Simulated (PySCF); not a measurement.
**From computed data to an observable: chemical shift, span and skew from a shielding tensor**

CH2F3Ga, SMILES F[C](F)(F)[GaH2]. Atoms are numbered in the order given.

```xyz
7

Ga     1.1962    -0.0137     0.0000
C     -0.8260    -0.0108     0.0000
F     -1.3629    -0.6063    -1.0773
F     -1.3629    -0.6063     1.0773
F     -1.2688     1.2652     0.0000
H      1.9133     0.0072     1.3880
H      1.9133     0.0072    -1.3880
```

The structure is a stationary point at PBE0-D3(BJ)/def2-SVP. The structure was generated by enumeration; whether it is a known compound was not checked.

GIAO shieldings from PBE/pcSseg-1 in PySCF, non-relativistic, no solvent. The symmetric part of the tensor of C2 has the principal values 29.9, 41.0, 41.4 ppm. The same nucleus in TMS has σ = 182.0 ppm at this level (PySCF, at its B3LYP-D3(BJ)/def2-TZVP geometry).

Work out the isotropic shielding, the ¹³C shift against TMS, the span and the skew.


σ(iso) = (σ11 + σ22 + σ33)/3 = 37.4 ppm. δ = σ(ref) − σ(iso) = 182.0 − (37.4) = 144.6 ppm.
Span Ω = σ33 − σ11 = 11.5 ppm. Skew κ = 3(σ(iso) − σ22)/Ω = -0.93. Tumbling in solution averages the tensor to δ; in a static solid the shielding alone would spread this spin-1/2 line over Ω.
